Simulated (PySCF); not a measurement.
# SnH from Hartree–Fock to correlated methods

State: ²Π (doublet), unpaired electrons π ↑. Set-up: PySCF, spin-free X2C with a Gaussian nucleus, basis sets Sn x2c-TZVPPall, H x2c-TZVPPall. De refers to Sn + H in their high-spin ground configurations, without counterpoise correction. The functionals are run spin-unrestricted. A positive dipole means Sn(−)H(+).

```csv
Level,Re (Å),ωe (cm⁻¹),De (eV),μ (D),"CPU s a point (SCF and correlation, without the integrals)"
UHF,1.770,1792,1.74,-0.41,0.47
UHF-MP2,1.752,1793,2.42,n/a,0.8
UHF-SCS-MP2,1.759,1773,2.54,n/a,n/a
UHF-CCSD,1.765,1744,2.61,n/a,n/a
UHF-CCSD(T),1.767,1728,2.64,n/a,14
PBE,1.798,1643,2.67,-0.62,1.1
BP86,1.797,1643,2.82,-0.63,0.73
r²SCAN,1.779,1707,2.69,-0.53,1.5
r²SCANh,1.775,1725,2.67,-0.51,1.8
PBE0,1.779,1715,2.62,-0.53,1.9
M06-2X,1.781,1712,2.50,-0.53,4.6
ωB97X-V,1.768,1763,2.79,-0.47,11
B2PLYP,1.773,1730,2.67,-0.55,1.4
```

The bond length runs from 1.752 Å (UHF-MP2) to 1.798 Å (PBE). De spans 1.74 eV (UHF, mean field) to 2.82 eV (BP86, GGA). Correlation at CCSD(T) changes the Hartree–Fock bond energy by +0.90 eV; the triples alone change it by +0.03 eV.

Correlated steps freeze 18 core orbitals. These are scalar-relativistic numbers at best; spin–orbit coupling would shift them, the dissociation energy most. B2PLYP dipoles, levels and charges come from its SCF part alone. The state was picked by a PBE0 search and need not be the measured ground state.

The whole job (state search and all levels along the bond) took about 7.6 min on 1 thread of Arm Neoverse V2 (shared host), peak memory 1.5 GiB.
